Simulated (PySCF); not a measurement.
# Au₃S⁺, singlet: computed properties

These are results of PBE0 in PySCF with S def2-SVP, Au def2-SVP with ECP60; scalar-relativistic core potentials, no spin–orbit coupling; density-fitted integrals, not measurements.

The structure is a minimum.

```xyz
4
charge 1 multiplicity 1, angstrom
S     0.0000    0.0000   -1.0592
Au    1.9995    0.0000    0.0630
Au   -0.9997    1.7316    0.0630
Au   -0.9998   -1.7316    0.0630
```

* Point group: C3v
* Bond lengths: S–Au 2.293 Å (×3)
* Bond angles: Au–S–Au 98.1° (×3)
* Zero-point energy: 6.4 kJ/mol
* Heat capacity Cp at 298.15 K: 78.8 J/(mol K)
* Lowest empty level: -7.94 eV
* Rotational symmetry number: 3
* Rotational constants: 0.01383, 0.01383, 0.007136 cm⁻¹
* Highest occupied level: -12.24 eV
* Principal quadrupole moments (Buckingham, traceless) about the centre of mass: -18.86, 9.43, 9.43 D Å
* Principal polarisabilities: 66.9, 108.9, 108.9 bohr³
* Dipole moment about the centre of mass: 1.76 D
* Entropy at 298.15 K and 1 bar: 402.7 J/(mol K)
* Enthalpy at 298.15 K above 0 K: 19.81 kJ/mol

Harmonic modes (masses in u: S 31.972, Au 196.967):
```
symmetry  ω (cm⁻¹)  IR (km/mol, summed over degenerate members)   μ (u)
       e        35                                          0.0  162.69
      a1        54                                          0.3  122.77
      a1       290                                          1.6   37.22
       e       327                                          2.8   35.61
```

In C3v the vibrations span 2e + 2a1.

Charges (e):
| atom | Mulliken | Löwdin | polar tensor | Mayer order to S1 |
| --- | --- | --- | --- | --- |
| S1 | -0.25 | 0.55 | -0.18 | – |
| Au2,3,4 | 0.42 | 0.15 | 0.39 | 0.92 |

Mulliken populations on S1: s 5.94, p 10.20, d 0.11.

This need not be the most stable arrangement of these atoms. No spin–orbit coupling is included, which matters more the heavier the element.

The final relaxation and frequency run took roughly 7 core-minutes on a shared host.
